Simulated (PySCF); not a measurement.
# Simulated characterisation data

Computed data (PySCF): PBE0/pcSseg-1 with gauge-including orbitals, GFN2-xTB structure. No solvent model, a single conformation, non-relativistic, rapidly exchanging positions averaged.

References, each an isolated molecule treated in the same way: TMS for $^{1}$H (σref 31.72), $^{13}$C (σref 186.93). Where no couplings were computed, multiplicities follow the n + 1 count of equivalent neighbours, and m marks all less simple cases (inequivalent or close neighbours, rings, F or P nearby). Shifts are as computed. Against solution values, carbons near 30 ppm lie about +3 ppm off and those near 130 ppm about +5 ppm. Of 1309 compounds with measured shifts, 239 miss one by over three times the rms of a fit or turn the order of signals round; such compounds aren't used in these exercises.

**1.** `C=C(C#CC)/C=C/[SiH2]C#N`, C₈H₉NSi. $^{1}$H NMR (400 MHz, computed): δ 7.29 (d, 1H), 6.27 (m, 1H), 6.14 (m, 1H), 5.99 (m, 1H), 4.84 (d, 2H), 2.27 (s, 3H). $^{13}$C{$^{1}$H} NMR (computed): δ 159.2 (CH), 137.5 (C), 137.3 (CH2), 123.1 (C), 123.0 (CH), 100.4 (C), 82.4 (C), 5.5 (CH3).

**2.** `CC#C[SiH2]c1cccnc1`, C₈H₉NSi. $^{1}$H NMR (400 MHz, computed): δ 8.97 (s, 1H), 8.94 (d, 1H), 8.45 (d, 1H), 7.45 (m, 1H), 5.12 (s, 2H), 2.24 (s, 3H). $^{13}$C{$^{1}$H} NMR (computed): δ 160.9 (CH), 156.3 (CH), 149.1 (CH), 130.4 (C), 128.3 (CH), 117.5 (C), 79.7 (C), 6.2 (CH3).
